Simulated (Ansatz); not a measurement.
The lowest singlet and triplet of CHBr (SMILES [CH]Br); geometries from B3LYP-D3(BJ)/def2-TZVP, each state relaxed from the structure named, with no frequency check.
Singlet (charge 0, multiplicity 1):
```xyz
3

C     -1.4277     0.6063     0.0000
Br     0.3028    -0.0947     0.0000
H     -2.0332    -0.3225     0.0000
```
Triplet (charge 0, multiplicity 3):
```
atom    x (Å)    y (Å)   z (Å)
----  -------  -------  ------
C     -1.4461   0.3920  0.0000
Br     0.3135  -0.0591  0.0000
H     -2.2943  -0.2828  0.0000
```

A positive gap puts the triplet lower; no zero-point energy. R- takes a restricted singlet. U- takes an unrestricted singlet (broken symmetry where lower, unprojected). The triplet is unrestricted in single-reference levels. Active spaces average the two states.

Correlated levels freeze the cores. Filled d and f shells under p-block atoms count as core.

Programs: Ansatz (a program for electronic structure). Each number belongs to the level named beside it.

| level | gap E(singlet) − E(triplet), adiabatic (eV) |
|---|---|
| R-SVWN5/def2-TZVPP | -0.149 |
| U-PBE0/def2-TZVPP (spin-contaminated) | -0.022 |
| U-wB97M-V/def2-TZVPP | -0.246 |
| U-MP2/cc-pVQZ (spin-contaminated) | 0.064 |
| U-CCSD(T)/cc-pVDZ (spin-contaminated) | -0.110 |
| R-CCSD(T)/cc-pVTZ | -0.198 |
| SC-NEVPT2 on SA-CASSCF(2,2)/cc-pVDZ | 0.030 |
| FIC-NEVPT4(SD) on SA-CASSCF(2,2)/cc-pVTZ | -0.134 |
| FIC-NEVPT4(SD) on SA-CASSCF(2,2)/cc-pVQZ | (withheld) |

Complete the blanks.


- FIC-NEVPT4(SD) on SA-CASSCF(2,2)/cc-pVQZ, gap E(singlet) − E(triplet), adiabatic (eV): -0.163

Doubts at one or more of the structures used: a restricted determinant that unrestricted orbitals would lower (R-SVWN5/def2-TZVPP, R-CCSD(T)/cc-pVTZ); T1 above 0.05 (U-CCSD(T)/cc-pVDZ (spin-contaminated)).
